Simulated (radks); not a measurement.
Values are calculated unless marked as measured or tabulated.
Pm III, 59 electrons, occupied as [Xe] 4f3 6s2 (not the ground configuration). Level of theory: scalar-relativistic Kohn-Sham, SOGGA, spin-unpolarised, spherical densities, point nucleus (a radial shooting solver on a logarithmic mesh with Libxc functionals).

Local quantities along the radius. ELF = 1/(1 + alpha^2) is the electron localisation function; alpha = (tau - tau_W)/tau_unif compares the Pauli kinetic energy density with that of the uniform gas; -r V(r) is the screened charge that the Kohn-Sham potential presents (atomic units); s = |grad rho|/(2 (3 pi^2)^(1/3) rho^(4/3)) is the reduced gradient. tau is taken from the large components.

r (bohr)    ELF    alpha  -r V(r)       s
0.00174   0.999  0.02559    60.44  0.6515
0.002339  0.999  0.02792    60.23  0.5951
0.003145  0.999  0.03192    59.95  0.5597
0.004262  0.998  0.03892    59.57  0.5426
0.00573   0.997  0.05086    59.08  0.5435
0.007765  0.995  0.07383    58.41  0.5632
0.01044   0.986   0.1196    57.55  0.6020
0.01415   0.951   0.2270    56.42  0.6609
0.01902   0.811   0.4827    55.02  0.7170
0.02558   0.491    1.018    53.26  0.6923
0.03466   0.325    1.442    51.02  0.4775
0.0466    0.490    1.020    48.40  0.2902
0.06316   0.723   0.6183    45.19  0.3276
0.08492   0.688   0.6728    41.53  0.4603
0.1151    0.383    1.269    37.26  0.4568
0.1547    0.435    1.139    32.76  0.2289
0.208     0.729   0.6098    28.08  0.3109
0.2819    0.610   0.7988    23.28  0.5926
0.3791    0.208    1.949    18.72  0.4181
0.5137    0.650   0.7337    14.48  0.2085
0.6907    0.687   0.6753    10.76  0.4987
0.9361    0.324    1.444    7.766  0.6541
1.258     0.477    1.046    5.782  0.5045
1.692     0.637   0.7552    4.414  0.8041
2.293     0.208    1.951    3.421   1.149
3.083     0.350    1.364    2.987  0.9893
4.178     0.942   0.2470    2.650   1.936
5.618     0.996  0.05968    2.442   5.098
7.613     1.000  0.02170    2.184   20.22

On this mesh the ELF has minima near r = 0.035, 0.13, 0.38, 1.1, 2.7 bohr, which separate the shells, and maxima near 0.073 (0.74), 0.24 (0.74), 0.59 (0.74), 1.5 (0.64).
